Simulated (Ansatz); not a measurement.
`CO[SiH](Cl)O[SiH3]`. The species carries charge 0 and has multiplicity 1.

Z-matrix (Å, degrees):
```
C
O 1 1.412
H 1 1.094 2 111.0
H 1 1.090 2 107.9 3 119.4
H 1 1.095 2 111.3 3 -121.5
Si 2 1.622 1 126.0 3 60.1
O 6 1.609 2 108.0 1 -173.1
Cl 6 2.054 2 109.1 1 -53.3
H 6 1.473 2 112.7 1 65.8
Si 7 1.645 6 143.5 2 47.7
H 10 1.483 7 109.5 6 -87.3
H 10 1.484 7 110.2 6 33.4
H 10 1.482 7 107.7 6 153.4
```

Q: Give the diagnostics of a CCSD(T)/def2-TZVPP run (frozen core, the Gaussian-basis code of Ansatz). (Best estimate.)

A: The calculation gave: T1 = 0.0109, largest single amplitude 0.011, largest double 0.011, (T) share of the correlation energy 3.5 %, 8 CCSD cycles. The RHF solution is stable towards an unrestricted one. T1 lies under the customary mark of 0.02 for closed shells.
